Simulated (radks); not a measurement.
Values are calculated unless marked as measured or tabulated.
C II, 5 electrons, occupied as [He] 2s1.5 2p1.5 (fractional occupations, a model configuration).

Code: a radial shooting solver on a logarithmic mesh with Libxc functionals. Model: scalar-relativistic Kohn-Sham, r2SCAN, spin-polarised, spherical densities, finite nucleus; open shells are filled with parallel spins first; meta-GGA in the generalised Kohn-Sham scheme; Fermi nuclear charge, rms radius 2.4702 fm.

Energy parts (eV):
total: -1014.735
kinetic: 1012.873
electron-nucleus: -2304.557
Hartree: 408.664
exchange-correlation: -131.714

Orbitals (lengths in bohr, moments of r in powers of bohr; <r^-3> diverges for s and p1/2):
orbital  occ.  eigenvalue (eV)     <r>    <r^2>  <r^-3>
1s up       1        -292.6325  0.2701  0.09890       -
1s down     1        -291.3179  0.2690  0.09786       -
2s up       1         -28.3003   1.441    2.463       -
2s down   0.5         -22.9740   1.524    2.774       -
2p up     1.5         -18.5771   1.472    2.686   2.271
2p down     0         -13.5468   1.601    3.208   1.992

The highest occupied level is 2p up at -18.577 eV. Summed over all electrons, <r^2> = 8.076 bohr^2, which gives a Langevin (diamagnetic) susceptibility term of -6.4 x 10^-6 cm^3/mol. Spin moment in Bohr magnetons: 2. The electron density at the nucleus is 129.4 e/bohr^3 (large components only). The spin density at the nucleus is 1.911 e/bohr^3 (1s -0.194, 2s 2.105).

Run on one thread of a shared host, so times are rough (Arm Neoverse V2): 0.09 s of CPU time, 0.09 s wall, 18 iterations on 2189 mesh points.
